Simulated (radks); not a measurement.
Results of a calculation; reference values are marked as such.
All-electron atom: the rhodium ion Rh21+ in [Ar] 3d6. Code: a radial shooting solver on a logarithmic mesh with Libxc functionals. Model: scalar-relativistic Kohn-Sham, BLYP, spin-polarised, spherical densities, finite nucleus; open shells are filled with parallel spins first (spin-orbit coupling, left out, can overturn this in heavy ions); Fermi nuclear charge, rms radius 4.4945 fm. Some entries of the table are withheld. Estimate them.

| orbital | occ. | eigenvalue (hartree) | <r> (bohr) |
|---|---|---|---|
| 1s up | 1 | -873.9630 | 0.03263 |
| 1s down | 1 | -873.9602 | 0.03263 |
| 2s up | 1 | -149.6821 | 0.1415 |
| 2s down | 1 | -149.3480 | 0.1413 |
| 2p up | 3 | (1) | 0.1233 |
| 2p down | 3 | (2) | 0.1231 |
| 3s up | 1 | -45.87405 | 0.3721 |
| 3s down | 1 | -45.46684 | 0.3733 |
| 3p up | 3 | -41.72844 | 0.3669 |
| 3p down | 3 | -41.31201 | 0.3684 |
| 3d up | 5 | -35.48304 | 0.3357 |
| 3d down | 1 | -34.99333 | 0.3376 |

Answer. 
(1) 2p up eigenvalue (hartree): -137.0338
(2) 2p down eigenvalue (hartree): -136.7820
